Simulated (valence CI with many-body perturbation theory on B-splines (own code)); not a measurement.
Values are calculated unless marked as measured or tabulated.
## Level structure of Br29+

Method: valence CI with perturbative core correlation (CI+MBPT): four valence electrons over a frozen Dirac-Fock core [He], a basis of 11 s, 11 p, 10 d, 8 f, 5 g, 2 h functions for each j, with the one-electron correlation potential Σ1, the two-electron term Σ2, the three-electron term Σ3, Breit, model QED; selected CI, second order for the rest, scaled by the run's own slope (own B-spline code, finite nucleus).

No measured spectrum was set against this ion. As an estimate, large intervals hold to a few tenths of a per cent, small ones and those within an open d or f shell to about a per cent. Among the levels kept, up to 1100 cm⁻¹ of a level comes from second order outside the variational space, and about a tenth of that is noise between levels of different J, which matters for small intervals.

Levels 91 to 135 of 196, with energies above the lowest level, (2s^2 2p1/2^2) J=0. "Leading %" is the weight of the configuration and term that name the level; weights of strongly mixed levels are sums over their largest components and can fall short, so below about 35 % the name and the second component can differ from the true leading terms, or belong to a minority configuration. In the jj column 3d3/2^4 stands for four electrons in 3d with j = 3/2.

| No. | Configuration | Term | J | E (× 10³ cm⁻¹) | Leading % | g | Leading jj | Second component |
| --- | --- | --- | --- | --- | --- | --- | --- | --- |
| 91 | 2s2p²3p | ³F° | 3 | 17008 | 64 | 1.119 | 2s 2p1/2 2p3/2 3p3/2 (86 %) | 15 % 2s2p²3p ³D° |
| 92 | 2s2p²3d | ³P | 1 | 17020 | 45 | 1.142 | 2s 2p1/2 2p3/2 3d5/2 (86 %) | 30 % 2s2p²3d ³D |
| 93 | 2s2p²3p | ³D° | 2 | 17024 | 31 | 1.100 | 2s 2p1/2 2p3/2 3p3/2 (87 %) | 22 % 2s2p²3p ³F° |
| 94 | 2s2p²3p | ³D° | 1 | 17031 | 45 | 1.012 | 2s 2p1/2 2p3/2 3p1/2 (79 %) | 12 % 2s2p²3p ¹P° |
| 95 | 2s2p²3d | ⁵D | 3 | 17040 | 42 | 1.353 | 2s 2p1/2 2p3/2 3d3/2 (42 %) | 24 % 2s2p²3d ³F |
| 96 | 2s2p²3d | ⁵P | 2 | 17043 | 53 | 1.619 | 2s 2p1/2 2p3/2 3d3/2 (70 %) | 22 % 2s2p²3d ⁵D |
| 97 | 2s2p²3d | ⁵P | 1 | 17056 | 69 | 2.217 | 2s 2p1/2 2p3/2 3d3/2 (75 %) | 10 % 2s2p²3d ³P |
| 98 | 2s2p²3p | ³P° | 1 | 17070 | 47 | 1.209 | 2s 2p1/2 2p3/2 3p3/2 (90 %) | 22 % 2s2p²3p ³D° |
| 99 | 2s2p²3p | ³P° | 0 | 17076 | 92 |  | 2s 2p1/2 2p3/2 3p3/2 (92 %) | 7 % 2s2p²3p ¹S° |
| 100 | 2s2p²3p | ³D° | 2 | 17093 | 55 | 1.256 | 2s 2p1/2 2p3/2 3p3/2 (60 %) | 18 % 2s2p²3p ³P° |
| 101 | 2s2p²3p | ³P° | 1 | 17125 | 58 | 1.336 | 2s 2p1/2 2p3/2 3p3/2 (72 %) | 14 % 2s2p²3p ¹P° |
| 102 | 2s2p²3d | ³D | 2 | 17132 | 41 | 1.119 | 2s 2p1/2 2p3/2 3d5/2 (66 %) | 16 % 2s2p²3d ³F |
| 103 | 2s2p²3p | ³P° | 2 | 17136 | 33 | 1.357 | 2s 2p3/2^2 3p1/2 (59 %) | 29 % 2s2p²3p ³D° |
| 104 | 2s2p²3s | ³S | 1 | 17139 | 53 | 1.639 | 2s 2p3/2^2 3s (71 %) | 19 % 2s2p²3s ³P |
| 105 | 2s2p²3d | ³P | 0 | 17140 | 80 |  | 2s 2p1/2 2p3/2 3d5/2 (71 %) | 11 % 2s2p²3d ¹S |
| 106 | 2s2p²3d | ³D | 3 | 17141 | 69 | 1.253 | 2s 2p1/2 2p3/2 3d5/2 (61 %) | 15 % 2s2p²3d ¹F |
| 107 | 2s2p²3p | ³D° | 3 | 17147 | 47 | 1.188 | 2s 2p3/2^2 3p1/2 (78 %) | 36 % 2s2p²3p ¹F° |
| 108 | 2s2p²3d | ³F | 4 | 17147 | 59 | 1.216 | 2s 2p1/2 2p3/2 3d5/2 (49 %) | 19 % 2s2p²3d ¹G |
| 109 | 2s2p²3d | ³D | 1 | 17159 | 45 | 0.992 | 2s 2p1/2 2p3/2 3d5/2 (60 %) | 17 % 2s2p²3d ³P |
| 110 | 2s2p²3s | ³P | 2 | 17167 | 75 | 1.417 | 2s 2p3/2^2 3s (86 %) | 9 % 2s2p²3s ¹D |
| 111 | 2s2p²3s | ¹P | 1 | 17181 | 61 | 1.070 | 2s 2p3/2^2 3s (81 %) | 12 % 2s2p²3s ³P |
| 112 | 2s2p²3p | ³D° | 3 | 17187 | 64 | 1.322 | 2s 2p3/2^2 3p3/2 (77 %) | 17 % 2s2p²3p ¹F° |
| 113 | 2s2p²3p | ³F° | 4 | 17189 | 75 | 1.307 | 2s 2p3/2^2 3p3/2 (82 %) | 25 % 2s2p²3p ⁵D° |
| 114 | 2s2p²3s | ¹S | 0 | 17220 | 72 |  | 2s 2p3/2^2 3s (91 %) | 24 % 2s2p²3s ³P |
| 115 | 2s2p²3p | ¹P° | 1 | 17238 | 45 | 1.297 | 2s 2p3/2^2 3p3/2 (72 %) | 34 % 2s2p²3p ³P° |
| 116 | 2s2p²3d | ³G | 3 | 17268 | 68 | 0.842 | 2s 2p1/2 2p3/2 3d3/2 (93 %) | 18 % 2s2p²3d ¹F |
| 117 | 2s2p²3p | ³P° | 2 | 17300 | 54 | 1.345 | 2s 2p3/2^2 3p3/2 (86 %) | 23 % 2s2p²3p ¹D° |
| 118 | 2s2p²3d | ³F | 2 | 17305 | 64 | 0.808 | 2s 2p1/2 2p3/2 3d3/2 (79 %) | 20 % 2s2p²3d ¹D |
| 119 | 2s2p²3d | ³G | 4 | 17325 | 56 | 1.092 | 2s 2p1/2 2p3/2 3d5/2 (89 %) | 24 % 2s2p²3d ³F |
| 120 | 2s2p²3d | ³F | 3 | 17339 | 37 | 1.104 | 2s 2p1/2 2p3/2 3d5/2 (88 %) | 27 % 2s2p²3d ³D |
| 121 | 2s2p²3d | ³D | 1 | 17350 | 71 | 0.683 | 2s 2p1/2 2p3/2 3d3/2 (73 %) | 13 % 2s2p²3d ¹P |
| 122 | 2s2p²3d | ³D | 1 | 17362 | 38 | 0.910 | 2s 2p1/2 2p3/2 3d3/2 (61 %) | 31 % 2s2p²3d ¹P |
| 123 | 2s2p²3d | ³D | 2 | 17375 | 45 | 1.231 | 2s 2p1/2 2p3/2 3d5/2 (80 %) | 29 % 2s2p²3d ³P |
| 124 | 2s2p²3d | ³P | 0 | 17392 | 82 |  | 2s 2p1/2 2p3/2 3d3/2 (87 %) | 16 % 2s2p²3d ¹S |
| 125 | 2s2p²3d | ³F | 2 | 17399 | 55 | 0.855 | 2s 2p1/2 2p3/2 3d3/2 (74 %) | 16 % 2s2p²3d ¹D |
| 126 | 2s2p²3d | ³P | 1 | 17407 | 49 | 1.374 | 2s 2p1/2 2p3/2 3d5/2 (59 %) | 23 % 2s2p²3d ³S |
| 127 | 2s2p²3d | ³F | 3 | 17416 | 45 | 1.158 | 2s 2p1/2 2p3/2 3d5/2 (74 %) | 22 % 2s2p²3d ³D |
| 128 | 2p³3s | ⁵S° | 2 | 17440 | 54 | 1.710 | 2p1/2^2 2p3/2 3s (78 %) | 26 % 2p³3s ³P° |
| 129 | 2s2p²3p | ³P° | 0 | 17451 | 66 |  | 2s 2p3/2^2 3p1/2 (74 %) | 29 % 2s2p²3p ¹S° |
| 130 | 2s2p²3d | ³D | 2 | 17453 | 50 | 1.215 | 2s 2p1/2 2p3/2 3d5/2 (74 %) | 25 % 2s2p²3d ³P |
| 131 | 2s2p²3p | ³S° | 1 | 17460 | 27 | 1.471 | 2s 2p3/2^2 3p1/2 (70 %) | 25 % 2s2p²3p ³P° |
| 132 | 2s2p²3p | ³P° | 1 | 17473 | 43 | 1.214 | 2s 2p3/2^2 3p1/2 (83 %) | 25 % 2s2p²3p ¹P° |
| 133 | 2s2p²3d | ³F | 4 | 17480 | 65 | 1.259 | 2s 2p3/2^2 3d5/2 (74 %) | 16 % 2s2p²3d ⁵D |
| 134 | 2s2p²3p | ³D° | 2 | 17485 | 41 | 1.158 | 2s 2p3/2^2 3p1/2 (82 %) | 22 % 2s2p²3p ¹D° |
| 135 | 2s2p²3d | ³G | 5 | 17487 | 76 | 1.242 | 2s 2p3/2^2 3d5/2 (81 %) | 24 % 2s2p²3d ⁵F |
